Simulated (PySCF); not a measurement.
A calculated (TPSS, PySCF 2.14, cc-pVDZ-DK, scalar relativity by spin-free X2C-1e) atom or ion has these occupied shells.

| shell | electrons | orbital energy (eV) | rms radius, mean of both spins (bohr) |
| --- | --- | --- | --- |
| 1s α | 1 | -14173.7 | 0.0477 |
| 1s β | 1 | -14173.6 | 0.0477 |
| 2s α | 1 | -1879.2 | 0.199 |
| 2s β | 1 | -1879.2 | 0.199 |
| 2p α | 3 | -1661.7 | 0.177 |
| 2p β | 3 | -1661.6 | 0.177 |
| 3s α | 1 | -277.75 | 0.567 |
| 3s β | 1 | -277.64 | 0.567 |
| 3p α | 3 | -208.21 | 0.584 |
| 3p β | 3 | -208.09 | 0.584 |
| 3d α | 5 | -93.403 | 0.617 |
| 3d β | 5 | -93.248 | 0.617 |
| 4s α | 1 | -34.880 | 1.65 |
| 4s β | 1 | -33.712 | 1.65 |
| 4p α | 3 | -20.174 | 1.98 |
| 4p β | 2 | -19.204 | 1.98 |

**Question.** Name the element and its charge.

**Answer.** Kr⁺ (krypton, charge +1), in [Ar] 3d10 4s2 4p5, 2P determinant.
